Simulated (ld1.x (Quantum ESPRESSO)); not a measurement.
Values are calculated unless marked as measured or tabulated.
Pseudopotentials across the periodic table

Generated with ld1.x 7.5 (TM, RRKJ, ultrasoft, PAW), atompaw 4.2 or ONCVPSP 4.0.1. The cutoff is in Ry: for ld1.x and atompaw files where the sum of valence levels is converged to 10 mRy in a Bessel basis, for ONCV files where the hardest occupied wave has 1 mHa per electron of residual kinetic energy. The error is the largest all-electron minus pseudo excitation energy over each file’s own four to seven test configurations (ionisations up to +4, promotions, holes and added fractions of an electron), all of which were solved. The labels leave out finer settings (local radius, basis sizes, second energies), which also bear on the numbers. Spin-polarised tests are not counted. The rows are a selection from randomly drawn settings: files with unsolved tests, undetermined cutoffs or missed reference levels are left out.

A true bound ghost makes a file unfit for plane-wave use even where its test errors are small: the radial tests pick states by their node count and pass the ghost by.

| element | potential | cutoff (Ry) | largest error (meV) | bound ghosts |
| --- | --- | --- | --- | --- |
| Be | PAW, PBE, scalar-relativistic, rc 0.85/2.95 (sp), local smoothed, core correction no, reference 1s2 2s2 2p0 | 120 | -32 | none |
| Mg | TM semilocal, PBE, scalar-relativistic, rc 2.75/3.40/2.60 (spd), local d, core correction yes, reference 3s2 3p0 | 6 | +31 | none |
| P | PAW, LDA (PZ), non-relativistic, rc 1.30/1.40 (sp), local smoothed, core correction yes, reference 3s2 3p3 | 18 | -174 | s |
| Ti | PAW, PBEsol, scalar-relativistic, rc 3.05/3.55/1.85 (spd), local smoothed, core correction yes, reference 3d2 4s1 4p1 | 30 | -32 | none |
| V | ultrasoft, PBEsol, scalar-relativistic, rc 1.50/1.60/1.45 (spd), local smoothed, core correction yes, reference 3s2 3p6 3d3 4s2 4p0 | 50 | -196 | none |
| Fe | TM, PBEsol, scalar-relativistic, rc 2.00/0.95/0.80 (spd), local smoothed, core correction no, reference 3p6 3d6 4s0.5 4p0 | 260 | -201 | s |

Question: Fill in the row for Au: TM semilocal, PBE, scalar-relativistic, rc 1.85/3.25/1.40 (spd), local p, core correction no, reference 5d10 6s1 6p0.

Answer: cutoff 45 Ry, largest error -157 meV, bound ghosts: none.
